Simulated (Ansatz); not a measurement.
# Nudged elastic band run: CH7AsO2Si

Input file:

```yaml
crystal:
  periodic: [false, false, false]
  atoms:
    - { symbol: Si, position_ang: [-1.763492, 1.009289, 0.702341] }
    - { symbol: O, position_ang: [-0.489366, -0.020862, 0.460632] }
    - { symbol: C, position_ang: [0.828925, 0.40858, 0.205235] }
    - { symbol: O, position_ang: [1.634982, -0.681589, -0.062006] }
    - { symbol: As, position_ang: [1.173749, -1.603535, -1.56564] }
    - { symbol: H, position_ang: [-1.562104, 1.826525, 1.931478] }
    - { symbol: H, position_ang: [-1.915493, 1.939317, -0.452263] }
    - { symbol: H, position_ang: [-2.965308, 0.156185, 0.842835] }
    - { symbol: H, position_ang: [0.820413, 1.12278, -0.63444] }
    - { symbol: H, position_ang: [1.248297, 0.894671, 1.093774] }
    - { symbol: H, position_ang: [0.537488, -2.803882, -0.861478] }
    - { symbol: H, position_ang: [2.52891, -2.302781, -1.626566] }
basis:
  gaussian: { orbitals: def2-mTZVP }
hamiltonian:
  xc: pbe0
neb:
  order_check: false
  images: 7
  f_tol: 0.03
  max_iterations: 27
  final_atoms:
    - { symbol: Si, position_ang: [-1.63860534, 0.8275203, 0.53445133] }
    - { symbol: O, position_ang: [-0.29565564, -0.1082226, 0.77775816] }
    - { symbol: C, position_ang: [1.00599325, 0.27126918, 0.41571609] }
    - { symbol: O, position_ang: [1.82614426, -0.83932789, 0.29325021] }
    - { symbol: As, position_ang: [1.54662566, -2.02468039, -1.04235413] }
    - { symbol: H, position_ang: [-1.64144156, 2.02136228, 1.42532208] }
    - { symbol: H, position_ang: [-1.68581903, 1.3032136, -0.87768627] }
    - { symbol: H, position_ang: [-2.80519697, -0.03301447, 0.83708145] }
    - { symbol: H, position_ang: [0.98218561, 0.84344327, -0.52690205] }
    - { symbol: H, position_ang: [1.44445218, 0.88846861, 1.2079341] }
    - { symbol: H, position_ang: [0.0388701, -2.21849765, -0.85879403] }
    - { symbol: H, position_ang: [1.29944848, -0.98683626, -2.15187495] }
  initial_path:
    images:
      - { positions_ang: [[-1.763492, 1.009289, 0.702341], [-0.489366, -0.020862, 0.460632], [0.828925, 0.40858, 0.205235], [1.634982, -0.681589, -0.062006], [1.173749, -1.603535, -1.56564], [-1.562104, 1.826525, 1.931478], [-1.915493, 1.939317, -0.452263], [-2.965308, 0.156185, 0.842835], [0.820413, 1.12278, -0.63444], [1.248297, 0.894671, 1.093774], [0.537488, -2.803882, -0.861478], [2.52891, -2.302781, -1.626566]] }
      - { positions_ang: [[-1.73315316, 0.97634486, 0.69909553], [-0.49745711, -0.10422956, 0.4958277], [0.79609013, 0.35591524, 0.21227676], [1.66753091, -0.71452548, -0.00256235], [1.21915161, -1.66082589, -1.51330963], [-1.49259435, 1.85482214, 1.86462653], [-1.88482852, 1.84393529, -0.50059206], [-2.96239168, 0.2107724, 0.8953766], [0.78771119, 1.03488904, -0.64692886], [1.20396866, 0.90067765, 1.08360573], [0.36179511, -2.60087022, -0.88394727], [2.61117821, -2.15220748, -1.66956668]] }
      - { positions_ang: [[-1.70281432, 0.94340073, 0.69585005], [-0.50554822, -0.18759712, 0.53102341], [0.76325527, 0.30325049, 0.21931853], [1.70007981, -0.74746196, 0.05688129], [1.26455422, -1.71811679, -1.46097926], [-1.42308469, 1.88311929, 1.79777506], [-1.85416405, 1.74855358, -0.54892111], [-2.95947536, 0.2653598, 0.9479182], [0.75500937, 0.94699809, -0.65941773], [1.15964032, 0.90668429, 1.07343746], [0.18610223, -2.39785843, -0.90641654], [2.69344642, -2.00163395, -1.71256736]] }
      - { positions_ang: [[-1.67247547, 0.91045659, 0.69260458], [-0.51363933, -0.27096468, 0.56621911], [0.7304204, 0.25058573, 0.22636029], [1.73262872, -0.78039844, 0.11632494], [1.30995683, -1.77540768, -1.40864889], [-1.35357504, 1.91141643, 1.7309236], [-1.82349957, 1.65317186, -0.59725017], [-2.95655904, 0.3199472, 1.00045979], [0.72230756, 0.85910713, -0.67190659], [1.11531198, 0.91269094, 1.06326919], [0.01040934, -2.19484665, -0.9288858], [2.77571463, -1.85106043, -1.75556804]] }
      - { positions_ang: [[-1.64213663, 0.87751245, 0.6893591], [-0.52173044, -0.35433224, 0.60141481], [0.69758554, 0.19792098, 0.23340206], [1.76517763, -0.81333493, 0.17576859], [1.35535944, -1.83269858, -1.35631852], [-1.28406539, 1.93971357, 1.66407213], [-1.79283509, 1.55779015, -0.64557922], [-2.95364272, 0.3745346, 1.05300139], [0.68960574, 0.77121618, -0.68439545], [1.07098363, 0.91869759, 1.05310092], [-0.16528354, -1.99183486, -0.95135507], [2.85798284, -1.7004869, -1.79856873]] }
      - { positions_ang: [[-1.64125381, 0.86501441, 0.65063216], [-0.46521174, -0.29280483, 0.64550065], [0.77468746, 0.21625803, 0.27898057], [1.78041928, -0.81983317, 0.20513899], [1.403176, -1.88069403, -1.27782742], [-1.37340943, 1.96012575, 1.60438462], [-1.76608108, 1.49414601, -0.70360599], [-2.91653129, 0.27264733, 0.99902141], [0.76275071, 0.78927295, -0.6450221], [1.16435077, 0.91114034, 1.09180921], [-0.11424513, -2.04850056, -0.92821481], [2.46834925, -1.52207424, -1.88689528]] }
      - { positions_ang: [[-1.64037099, 0.85251638, 0.61190522], [-0.40869304, -0.23127742, 0.68958649], [0.85178939, 0.23459508, 0.32455908], [1.79566094, -0.82633141, 0.2345094], [1.45099255, -1.92868948, -1.19933632], [-1.46275347, 1.98053793, 1.54469711], [-1.73932706, 1.43050188, -0.76163275], [-2.87941985, 0.17076006, 0.94504142], [0.83589567, 0.80732973, -0.60564875], [1.25771791, 0.9035831, 1.13051751], [-0.06320672, -2.10516626, -0.90507455], [2.07871566, -1.34366158, -1.97522184]] }
      - { positions_ang: [[-1.63948816, 0.84001834, 0.57317828], [-0.35217434, -0.16975001, 0.73367232], [0.92889132, 0.25293213, 0.37013758], [1.8109026, -0.83282965, 0.26387981], [1.4988091, -1.97668494, -1.12084522], [-1.55209751, 2.00095011, 1.48500959], [-1.71257305, 1.36685774, -0.81965951], [-2.84230841, 0.0688728, 0.89106143], [0.90904064, 0.8253865, -0.5662754], [1.35108505, 0.89602586, 1.1692258], [-0.01216831, -2.16183195, -0.88193429], [1.68908207, -1.16524892, -2.06354839]] }
      - { positions_ang: [[-1.63860534, 0.8275203, 0.53445133], [-0.29565564, -0.1082226, 0.77775816], [1.00599325, 0.27126918, 0.41571609], [1.82614426, -0.83932789, 0.29325021], [1.54662566, -2.02468039, -1.04235413], [-1.64144156, 2.02136228, 1.42532208], [-1.68581903, 1.3032136, -0.87768627], [-2.80519697, -0.03301447, 0.83708145], [0.98218561, 0.84344327, -0.52690205], [1.44445218, 0.88846861, 1.2079341], [0.0388701, -2.21849765, -0.85879403], [1.29944848, -0.98683626, -2.15187495]] }
```

Launched with:

```bash
$ ansatz run input.yaml --threads 2 --pin off --max-ram 3072MiB --backend cpu --events-out ev --progress --plain --runs-dir out
```

Output, in part (warnings, iteration lines, the closing report on the highest movable image, with atoms numbered from 0):

```
NEB end point (image 0): max|allowed force component| = 8.515e-3 eV/Å (the criterion of neb.relax_end_points is 1.000e-2)
NEB end point (image 8): max|allowed force component| = 8.917e-3 eV/Å (the criterion of neb.relax_end_points is 1.000e-2)
NEB iter   1: max|band force component| = 1.292e1 eV/Å  barrier→ = 3.9565 eV  barrier← = 3.9785 eV  Δτ_max = 0.2000 Å  (256 SCF iters)
NEB iter   2: max|band force component| = 5.415e0 eV/Å  barrier→ = 2.8964 eV  barrier← = 2.9183 eV  Δτ_max = 0.2000 Å  (221 SCF iters)
NEB iter   3: max|band force component| = 2.587e0 eV/Å  barrier→ = 2.4483 eV  barrier← = 2.4702 eV  Δτ_max = 0.2000 Å  (216 SCF iters)
NEB iter   4: max|band force component| = 1.221e0 eV/Å  barrier→ = 1.7712 eV  barrier← = 1.7931 eV  Δτ_max = 0.1416 Å  (222 SCF iters)
NEB iter   5: max|band force component| = 6.624e-1 eV/Å  barrier→ = 1.8713 eV  barrier← = 1.8932 eV  Δτ_max = 0.0944 Å  (215 SCF iters)
NEB iter   6: max|band force component| = 2.861e0 eV/Å  barrier→ = 1.7563 eV  barrier← = 1.7782 eV  CI = image 3  Δτ_max = 0.1994 Å  (210 SCF iters)
NEB iter   7: max|band force component| = 1.688e0 eV/Å  barrier→ = 2.1750 eV  barrier← = 2.1969 eV  CI = image 3  Δτ_max = 0.1972 Å  (212 SCF iters)
NEB iter   8: max|band force component| = 5.123e-1 eV/Å  barrier→ = 2.4125 eV  barrier← = 2.4344 eV  CI = image 3  Δτ_max = 0.0819 Å  (209 SCF iters)
NEB iter   9: max|band force component| = 2.557e-1 eV/Å  barrier→ = 2.3845 eV  barrier← = 2.4064 eV  CI = image 3  Δτ_max = 0.0784 Å  (210 SCF iters)
NEB iter  10: max|band force component| = 1.554e-1 eV/Å  barrier→ = 2.3748 eV  barrier← = 2.3968 eV  CI = image 3  Δτ_max = 0.0852 Å  (209 SCF iters)
NEB iter  11: max|band force component| = 1.853e-1 eV/Å  barrier→ = 2.3701 eV  barrier← = 2.3920 eV  CI = image 3  Δτ_max = 0.0425 Å  (207 SCF iters)
NEB iter  12: max|band force component| = 1.337e-1 eV/Å  barrier→ = 2.3672 eV  barrier← = 2.3891 eV  CI = image 3  Δτ_max = 0.0424 Å  (218 SCF iters)
NEB iter  13: max|band force component| = 9.448e-2 eV/Å  barrier→ = 2.3644 eV  barrier← = 2.3863 eV  CI = image 3  Δτ_max = 0.0424 Å  (210 SCF iters)
NEB iter  14: max|band force component| = 5.591e-2 eV/Å  barrier→ = 2.3619 eV  barrier← = 2.3839 eV  CI = image 3  Δτ_max = 0.0424 Å  (210 SCF iters)
NEB iter  15: max|band force component| = 4.308e-2 eV/Å  barrier→ = 2.3598 eV  barrier← = 2.3818 eV  CI = image 3  Δτ_max = 0.0424 Å  (209 SCF iters)
NEB iter  16: max|band force component| = 5.377e-2 eV/Å  barrier→ = 2.3580 eV  barrier← = 2.3799 eV  CI = image 3  Δτ_max = 0.0212 Å  (210 SCF iters)
NEB iter  17: max|band force component| = 6.362e-2 eV/Å  barrier→ = 2.3571 eV  barrier← = 2.3791 eV  CI = image 3  Δτ_max = 0.0106 Å  (184 SCF iters)
NEB iter  18: max|band force component| = 5.400e-2 eV/Å  barrier→ = 2.3567 eV  barrier← = 2.3786 eV  CI = image 3  Δτ_max = 0.0106 Å  (166 SCF iters)
NEB iter  19: max|band force component| = 3.123e-2 eV/Å  barrier→ = 2.3563 eV  barrier← = 2.3782 eV  CI = image 3  Δτ_max = 0.0212 Å  (163 SCF iters)
NEB iter  20: max|band force component| = 3.889e-2 eV/Å  barrier→ = 2.3555 eV  barrier← = 2.3775 eV  CI = image 3  Δτ_max = 0.0106 Å  (193 SCF iters)
NEB iter  21: max|band force component| = 3.038e-2 eV/Å  barrier→ = 2.3551 eV  barrier← = 2.3771 eV  CI = image 3  Δτ_max = 0.0106 Å  (165 SCF iters)
NEB iter  22: max|band force component| = 2.513e-2 eV/Å  barrier→ = 2.3548 eV  barrier← = 2.3767 eV  CI = image 3  Δτ_max = 0.0000 Å  (369 SCF iters)
Total energy: -73947.19946902 eV, -2717.5094572745 hartree
Atom 0 at    -1.710755     0.981392     0.591341 Å, force    -0.000718    -0.000728    -0.010010 eV/Å
Atom 1 at    -0.410318    -0.025832     0.792971 Å, force     0.009051     0.006515     0.025253 eV/Å
Atom 2 at     0.904244     0.319278     0.472492 Å, force    -0.004852     0.001213    -0.010814 eV/Å
Atom 3 at     1.666485    -0.837176     0.269074 Å, force     0.000101    -0.008756    -0.012658 eV/Å
Atom 4 at     1.284242    -1.792983    -1.180046 Å, force     0.001018     0.008118     0.009230 eV/Å
Atom 5 at    -1.619801     2.158351     1.500186 Å, force    -0.006830    -0.002128     0.000362 eV/Å
Atom 6 at    -1.776783     1.479495    -0.810277 Å, force     0.005404     0.002170     0.000131 eV/Å
Atom 7 at    -2.906918     0.174637     0.923353 Å, force    -0.000668    -0.002672    -0.004440 eV/Å
Atom 8 at     0.930456     0.961457    -0.418874 Å, force    -0.000760     0.003765     0.002242 eV/Å
Atom 9 at     1.378237     0.824439     1.321608 Å, force     0.001802    -0.005872     0.000395 eV/Å
Atom 10 at     0.123095    -2.699399    -1.120341 Å, force    -0.001540    -0.001047     0.002890 eV/Å
Atom 11 at     2.214816    -1.598959    -2.307587 Å, force    -0.002008    -0.000578    -0.002580 eV/Å
Dipole moment:    -0.119317     0.215500    -0.249386 e Å
```

The forces met the threshold. Neighbouring images differ by up to 2.2 eV, so the band resolves the path poorly. A vibrational analysis at the climbing image gives one clearly imaginary mode, 1204i cm⁻¹: a first-order saddle point.

Final band (atoms are numbered from 1 in the order of the input):

```json
{"image": "0", "path coordinate (Å)": "0.00", "energy (kJ/mol)": "0.0", "height of As5 over the plane of its neighbours (Å)": "-0.87"}
{"image": "1", "path coordinate (Å)": "0.71", "energy (kJ/mol)": "0.2", "height of As5 over the plane of its neighbours (Å)": "-0.87"}
{"image": "2", "path coordinate (Å)": "1.43", "energy (kJ/mol)": "18.5", "height of As5 over the plane of its neighbours (Å)": "-0.73"}
{"image": "3", "path coordinate (Å)": "2.14", "energy (kJ/mol)": "227.2", "height of As5 over the plane of its neighbours (Å)": "-0.01"}
{"image": "4", "path coordinate (Å)": "2.56", "energy (kJ/mol)": "91.3", "height of As5 over the plane of its neighbours (Å)": "0.45"}
{"image": "5", "path coordinate (Å)": "2.97", "energy (kJ/mol)": "11.6", "height of As5 over the plane of its neighbours (Å)": "0.76"}
{"image": "6", "path coordinate (Å)": "3.39", "energy (kJ/mol)": "-0.7", "height of As5 over the plane of its neighbours (Å)": "0.83"}
{"image": "7", "path coordinate (Å)": "3.80", "energy (kJ/mol)": "-2.0", "height of As5 over the plane of its neighbours (Å)": "0.84"}
{"image": "8", "path coordinate (Å)": "4.22", "energy (kJ/mol)": "-2.1", "height of As5 over the plane of its neighbours (Å)": "0.84"}
```

The run took 16 min on 2 threads of Arm Neoverse V2, on a shared host, peak memory 0.45 GiB.
